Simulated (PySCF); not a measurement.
Compound: trifluoromethanesulfonate, CF3O3S (charge -1).
SMILES: `O=S(=O)([O-])C(F)(F)F`

Computed geometry: GFN2-xTB, gas phase.

Take the most abundant isotopes and a rigid rotor. 

(1) What are A, B and C (MHz)?

(2) Classify the top.

(3) Estimate the classical rotational partition function at 100 K, 298.15 K and 500 K.

## Answers

(1) Ia = 183.94, Ib = 324.31, Ic = 324.32 u·Å²; 505379 MHz·u·Å²/I gives A = 2748, B = 1558, C = 1558 MHz.

(2) A prolate symmetric top, as the point group C3v requires two equal moments: κ = (2 × 1558 − 2748 − 1558)/(2748 − 1558) = -1.00.

(3) Point group C3v, symmetry number σ = 3; q = (√π/σ)·√((kT/h)³/(ABC)), k/h = 20836.6 MHz/K: 21800 at 100 K, 112000 at 298.15 K, 243000 at 500 K.

Stationary, but not proved a minimum. These are rigid-rotor constants of the computed structure; measured ground-state constants (B0) also hold zero-point vibration.

The values belong to the conformer `[O:1]=[S:2](=[O:3])([O-:4])[C:5]([F:6])([F:7])[F:8]`: O1–S2–C5–F6 60°.
